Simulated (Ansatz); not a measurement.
Consider the ligand exchange at a Zr–Cl bond: `[OH][Zr]([OH])([OH])[Cl]` + CH₃NH₂ → `C[NH][Zr]([OH])([OH])[OH]` + HCl.

Program: Ansatz. Geometries: PBE0-D4/def2-TZVP. ΔE: electronic, gas phase. CCSD(T)/CBS adds triple-zeta CCSD(T) − MP2 to the extrapolated MP2 energy (def2 sets, frozen cores). This one scheme is used for every species. Elements past krypton have def2 core potentials. For Zr outer-core shells are correlated without core-valence functions, which leaves a few kJ/mol of doubt a bond. Each species was taken in one conformer, which may not be the lowest.

```json
{"species": "`[OH][Zr]([OH])([OH])[Cl]`", "CCSD(T)/def2-TZVPP energy (Eh)": "-734.11282"}
{"species": "CH₃NH₂", "CCSD(T)/def2-TZVPP energy (Eh)": "-95.69970"}
{"species": "`C[NH][Zr]([OH])([OH])[OH]`", "CCSD(T)/def2-TZVPP energy (Eh)": "-369.43951"}
{"species": "HCl", "CCSD(T)/def2-TZVPP energy (Eh)": "-460.33125"}
```

Task: Work out ΔE.

Result: ΔE = (-369.43951) + (-460.33125) − (-734.11282) − (-95.69970) = 0.04176 Eh = +109.6 kJ/mol. CCSD(T)/CBS gives +112.4 kJ/mol.

Largest T1 diagnostic among the species: 0.016.

The D4 term adds −5.3 kJ/mol with B3LYP and −3.2 kJ/mol with PBE0; it sums over pairs of atoms, weighted by their polarisabilities, and B3LYP, whose exchange is more repulsive, gets the larger term. Leaving LDA and LC-ωPBE aside and taking each functional with its dispersion term where it has one, the values, not all of them listed here, spread over 16.0 kJ/mol, from BLYP-D4 to B97M-V. LDA lies −4.9 kJ/mol from PBE without D4. From PBE to PBE0 (25 % exact exchange), in def2-TZVPP and without D4, ΔE moves by +6.7 kJ/mol.

B3LYP here is the variant with VWN-RPA as its local correlation; programs differ in this.
